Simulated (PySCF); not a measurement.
PySCF input (M06-2X/6-311+G**):

```python
from pyscf import gto, dft

mol = gto.M(
    atom='''
    C     1.58120600   -0.83682400    0.33867900
    Si   -0.03035600    0.05599600   -0.05012300
    C    -1.54515900   -0.82762500    0.57351100
    O     0.02720700    0.07578800   -1.70358700
    O    -0.08332200    1.55223900    0.64002300
    H     1.56899300   -1.85740300   -0.04220200
    H     2.44011300   -0.31565900   -0.08416800
    H     1.68859700   -0.86048900    1.42641900
    H    -2.45070900   -0.32281200    0.23473600
    H    -1.56578200   -1.85709500    0.21497900
    H    -1.54855600   -0.83221500    1.66522800
    H     0.52496300    2.22420600    0.32208900
    ''',
    basis='6-311+g**',
    charge=0,
    spin=1,
    verbose=4,
)

mf = dft.UKS(mol, xc='m062x').density_fit(auxbasis='def2-universal-jkfit')
mf.grids.level = 4
mf.conv_tol = 1e-9
mf.max_cycle = 100
mf.max_memory = 1500
mf.kernel()
if not mf.converged:
    mf = mf.newton()
    mf.kernel(mf.make_rdm1())
mo, _, stable, _ = mf.stability(return_status=True)
if not stable:
    mf.kernel(mf.make_rdm1(mo, mf.mo_occ))
    stable = mf.stability(return_status=True)[2]
mf.dip_moment()
```

Output:

```
PySCF version 2.14.0

[INPUT] verbose = 4
[INPUT] num. atoms = 12
[INPUT] num. electrons = 49
[INPUT] charge = 0
[INPUT] spin (= nelec alpha-beta = 2S) = 1
[INPUT] symmetry False subgroup None
[INPUT] Mole.unit = angstrom
[INPUT] Symbol           X                Y                Z      unit          X                Y                Z       unit  Magmom
[INPUT]  1 C      1.581206000000  -0.836824000000   0.338679000000 AA    2.988046286519  -1.581368174463   0.640010554142 Bohr   0.0
[INPUT]  2 Si    -0.030356000000   0.055996000000  -0.050123000000 AA   -0.057364526237   0.105817104071  -0.094718742542 Bohr   0.0
[INPUT]  3 C     -1.545159000000  -0.827625000000   0.573511000000 AA   -2.919927328907  -1.563984583843   1.083778719425 Bohr   0.0
[INPUT]  4 O      0.027207000000   0.075788000000  -1.703587000000 AA    0.051413778671   0.143218563529  -3.219312859369 Bohr   0.0
[INPUT]  5 O     -0.083322000000   1.552239000000   0.640023000000 AA   -0.157455760151   2.933306589869   1.209468183423 Bohr   0.0
[INPUT]  6 H      1.568993000000  -1.857403000000  -0.042202000000 AA    2.964967061360  -3.509982972946  -0.079750221909 Bohr   0.0
[INPUT]  7 H      2.440113000000  -0.315659000000  -0.084168000000 AA    4.611145282991  -0.596509058754  -0.159054468452 Bohr   0.0
[INPUT]  8 H      1.688597000000  -0.860489000000   1.426419000000 AA    3.190985864762  -1.626088543201   2.695541248876 Bohr   0.0
[INPUT]  9 H     -2.450709000000  -0.322812000000   0.234736000000 AA   -4.631168821007  -0.610026269723   0.443586751576 Bohr   0.0
[INPUT] 10 H     -1.565782000000  -1.857095000000   0.214979000000 AA   -2.958899150774  -3.509400937299   0.406251432533 Bohr   0.0
[INPUT] 11 H     -1.548556000000  -0.832215000000   1.665228000000 AA   -2.926346728552  -1.572658426755   3.146824854957 Bohr   0.0
[INPUT] 12 H      0.524963000000   2.224206000000   0.322089000000 AA    0.992036295530   4.203140184614   0.608659997735 Bohr   0.0

nuclear repulsion = 244.466403888395
number of shells = 82
number of NR pGTOs = 245
number of NR cGTOs = 160
basis = 6-311+g**
ecp = {}

******** <class 'pyscf.df.df_jk.DFUKS'> ********
method = DFUKS
initial guess = minao
damping factor = 0
level_shift factor = 0
DIIS = <class 'pyscf.scf.diis.CDIIS'>
diis_start_cycle = 1
diis_space = 8
diis_damp = 0
SCF conv_tol = 1e-09
SCF conv_tol_grad = None
SCF max_cycles = 100
direct_scf = False
number electrons alpha = 25  beta = 24
XC library pyscf.dft.libxc version 7.1.2
    S. Lehtola, C. Steigemann, M. J. T. Oliveira, and M. A. L. Marques,  SoftwareX 7, 1–5 (2018)
XC functionals = m062x
    Y. Zhao and D. G. Truhlar,  Theor. Chem. Acc. 120, 215 (2008)
    Y. Zhao and D. G. Truhlar,  Theor. Chem. Acc. 120, 215 (2008)
radial grids:
    Treutler-Ahlrichs [JCP 102, 346 (1995); DOI:10.1063/1.469408] (M4) radial grids

becke partition: Becke, JCP 88, 2547 (1988); DOI:10.1063/1.454033
pruning grids: <function nwchem_prune>
grids dens level: 4
symmetrized grids: False
atomic radii adjust function: <function treutler_atomic_radii_adjust>
small_rho_cutoff = 0
Set gradient conv threshold to 3.16228e-05
tot grids = 252616
******** <class 'pyscf.df.df.DF'> ********
auxbasis = def2-universal-jkfit
init E= -520.626879322808
  alpha nocc = 25  HOMO = -0.337375752247084  LUMO = -0.0246833993374375
  beta  nocc = 24  HOMO = -0.403939706063952  LUMO = -0.337375752247084

WARN: HOMO -0.337375752247084 >= LUMO -0.337375752247084

cycle= 1 E= -520.041651474983  delta_E= 0.585  |g|= 0.756  |ddm|=  1.9
  alpha nocc = 25  HOMO = -0.0702705466025769  LUMO = -0.0230044816704829
  beta  nocc = 24  HOMO = -0.0710833599529291  LUMO = -0.0334435757403725
  HOMO = -0.0702705466026  LUMO = -0.0334435757404  gap/eV = 1.00211
cycle= 2 E= -519.325976259605  delta_E= 0.716  |g|=  1.5  |ddm|= 4.46
  alpha nocc = 25  HOMO = -0.341748062820893  LUMO = -0.00606648500216816
  beta  nocc = 24  HOMO = -0.326278073948488  LUMO = -0.200779281134771
  HOMO = -0.326278073948  LUMO = -0.200779281135  gap/eV = 3.41500
cycle= 3 E= -520.326269355648  delta_E=   -1  |g|= 0.171  |ddm|= 4.02
  alpha nocc = 25  HOMO = -0.344258130829836  LUMO = -0.00635724202613208
  beta  nocc = 24  HOMO = -0.328319641600054  LUMO = -0.153219449808049
  HOMO = -0.3283196416  LUMO = -0.153219449808  gap/eV = 4.76472
cycle= 4 E= -520.336943835332  delta_E= -0.0107  |g|= 0.18  |ddm|= 0.233
  alpha nocc = 25  HOMO = -0.369582586206598  LUMO = -0.00310832156874429
  beta  nocc = 24  HOMO = -0.353269005447821  LUMO = -0.138365477204331
  HOMO = -0.353269005448  LUMO = -0.138365477204  gap/eV = 5.84782
cycle= 5 E= -520.351443419479  delta_E= -0.0145  |g|= 0.073  |ddm|= 0.161
  alpha nocc = 25  HOMO = -0.366341266507757  LUMO = -0.00165528501384143
  beta  nocc = 24  HOMO = -0.364464772150537  LUMO = -0.124500290621256
  HOMO = -0.364464772151  LUMO = -0.124500290621  gap/eV = 6.52977
cycle= 6 E= -520.356916665585  delta_E= -0.00547  |g|= 0.0313  |ddm|= 0.135
  alpha nocc = 25  HOMO = -0.364624230587324  LUMO = -0.00130792478742581
  beta  nocc = 24  HOMO = -0.37058968607458  LUMO = -0.116143875115142
  HOMO = -0.364624230587  LUMO = -0.116143875115  gap/eV = 6.76149
cycle= 7 E= -520.358566779864  delta_E= -0.00165  |g|= 0.0093  |ddm|= 0.0972
  alpha nocc = 25  HOMO = -0.362395480504073  LUMO = -0.00124613993417608
  beta  nocc = 24  HOMO = -0.368960779087689  LUMO = -0.114831170741013
  HOMO = -0.362395480504  LUMO = -0.114831170741  gap/eV = 6.73657
cycle= 8 E= -520.358700123736  delta_E= -0.000133  |g|= 0.00299  |ddm|= 0.0214
  alpha nocc = 25  HOMO = -0.362463274219047  LUMO = -0.00130245755156583
  beta  nocc = 24  HOMO = -0.369018913995338  LUMO = -0.115285277312481
  HOMO = -0.362463274219  LUMO = -0.115285277312  gap/eV = 6.72606
cycle= 9 E= -520.358730355036  delta_E= -3.02e-05  |g|= 0.00221  |ddm|= 0.00887
  alpha nocc = 25  HOMO = -0.361907088938298  LUMO = -0.00126391772259106
  beta  nocc = 24  HOMO = -0.369062895580721  LUMO = -0.11465581711056
  HOMO = -0.361907088938  LUMO = -0.114655817111  gap/eV = 6.72805
cycle= 10 E= -520.358752341366  delta_E= -2.2e-05  |g|= 0.00141  |ddm|= 0.00832
  alpha nocc = 25  HOMO = -0.361954297100508  LUMO = -0.00128691724380548
  beta  nocc = 24  HOMO = -0.368934208469777  LUMO = -0.114957594342783
  HOMO = -0.361954297101  LUMO = -0.114957594343  gap/eV = 6.72112
cycle= 11 E= -520.358770357862  delta_E= -1.8e-05  |g|= 0.0011  |ddm|= 0.00671
  alpha nocc = 25  HOMO = -0.361828702218008  LUMO = -0.00128394437926503
  beta  nocc = 24  HOMO = -0.368748307396839  LUMO = -0.114792061571393
  HOMO = -0.361828702218  LUMO = -0.114792061571  gap/eV = 6.72221
cycle= 12 E= -520.358785482406  delta_E= -1.51e-05  |g|= 0.000903  |ddm|= 0.00712
  alpha nocc = 25  HOMO = -0.361826755588815  LUMO = -0.00128598316005811
  beta  nocc = 24  HOMO = -0.368670646810885  LUMO = -0.114692011870758
  HOMO = -0.361826755589  LUMO = -0.114692011871  gap/eV = 6.72488
cycle= 13 E= -520.358797062485  delta_E= -1.16e-05  |g|= 0.000754  |ddm|= 0.00681
  alpha nocc = 25  HOMO = -0.361838518001745  LUMO = -0.00128706115261641
  beta  nocc = 24  HOMO = -0.368554084908316  LUMO = -0.114765854668477
  HOMO = -0.361838518002  LUMO = -0.114765854668  gap/eV = 6.72319
cycle= 14 E= -520.358803892067  delta_E= -6.83e-06  |g|= 0.000688  |ddm|= 0.0045
  alpha nocc = 25  HOMO = -0.361802610743152  LUMO = -0.00128478868622849
  beta  nocc = 24  HOMO = -0.368429338830939  LUMO = -0.114735679460964
  HOMO = -0.361802610743  LUMO = -0.114735679461  gap/eV = 6.72303
cycle= 15 E= -520.358810803717  delta_E= -6.91e-06  |g|= 0.000614  |ddm|= 0.00499
  alpha nocc = 25  HOMO = -0.361780328944158  LUMO = -0.00129110712090632
  beta  nocc = 24  HOMO = -0.368173286610268  LUMO = -0.114671670572775
  HOMO = -0.361780328944  LUMO = -0.114671670573  gap/eV = 6.72417
cycle= 16 E= -520.358826450314  delta_E= -1.56e-05  |g|= 0.000423  |ddm|= 0.0153
  alpha nocc = 25  HOMO = -0.361731074117306  LUMO = -0.00129477287972208
  beta  nocc = 24  HOMO = -0.367879546426772  LUMO = -0.114599705722711
  HOMO = -0.361731074117  LUMO = -0.114599705723  gap/eV = 6.72479
cycle= 17 E= -520.358833225271  delta_E= -6.77e-06  |g|= 0.000243  |ddm|= 0.0136
  alpha nocc = 25  HOMO = -0.361713829922085  LUMO = -0.00129877271626229
  beta  nocc = 24  HOMO = -0.367774921707606  LUMO = -0.114659634624445
  HOMO = -0.361713829922  LUMO = -0.114659634624  gap/eV = 6.72269
cycle= 18 E= -520.358834004538  delta_E= -7.79e-07  |g|= 0.000109  |ddm|= 0.00439
  alpha nocc = 25  HOMO = -0.361724963955029  LUMO = -0.00130168136919201
  beta  nocc = 24  HOMO = -0.367733702291485  LUMO = -0.114814814568746
  HOMO = -0.361724963955  LUMO = -0.114814814569  gap/eV = 6.71877
cycle= 19 E= -520.358834129886  delta_E= -1.25e-07  |g|= 5.03e-05  |ddm|= 0.00184
  alpha nocc = 25  HOMO = -0.36172114341895  LUMO = -0.00130107214474551
  beta  nocc = 24  HOMO = -0.367710737908796  LUMO = -0.114822471641688
  HOMO = -0.361721143419  LUMO = -0.114822471642  gap/eV = 6.71846
cycle= 20 E= -520.35883414147  delta_E= -1.16e-08  |g|= 2.16e-05  |ddm|= 0.000709
  alpha nocc = 25  HOMO = -0.361726041670168  LUMO = -0.00130097559574383
  beta  nocc = 24  HOMO = -0.367711634172072  LUMO = -0.11481876823737
  HOMO = -0.36172604167  LUMO = -0.114818768237  gap/eV = 6.71869
cycle= 21 E= -520.358834142053  delta_E= -5.83e-10  |g|= 6.99e-06  |ddm|= 6.12e-05
  alpha nocc = 25  HOMO = -0.361724796628221  LUMO = -0.0013008803144966
  beta  nocc = 24  HOMO = -0.367710141425922  LUMO = -0.114819499876916
  HOMO = -0.361724796628  LUMO = -0.114819499877  gap/eV = 6.71864
Extra cycle  E= -520.358834142174  delta_E= -1.21e-10  |g|= 6.19e-06  |ddm|= 1.63e-05
converged SCF energy = -520.358834142174  <S^2> = 0.75449344  2S+1 = 2.0044884
uhf_internal: lowest eigs of H = [0.02312994 0.13636672 0.27008477]
<class 'pyscf.df.df_jk.DFUKS'> wavefunction is stable in the internal stability analysis
Dipole moment(X, Y, Z, Debye):  0.90171, -0.31381,  1.23105
```

The geometry given is a B3LYP-D3(BJ)/def2-TZVP minimum.
